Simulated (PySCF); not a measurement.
A structure optimised at B3LYP-D3(BJ)/def2-SVP, used in a PySCF frequency run:

```xyz
6

F      0.0000     1.3289     2.0113
C      0.0000     0.6713     0.8585
Br     0.0000     1.7624    -0.6644
C      0.0000    -0.6713     0.8585
F      0.0000    -1.3289     2.0113
Br     0.0000    -1.7624    -0.6644
```
Charge 0, spin multiplicity 1.

Question: Write its SMILES, formula and point group.

Answer: F/C(Br)=C(\F)Br, C2Br2F2, C2v

Question: What are its rotational constants (standard atomic weights)?

Answer: 2.0920, 0.88002, 0.61944 GHz
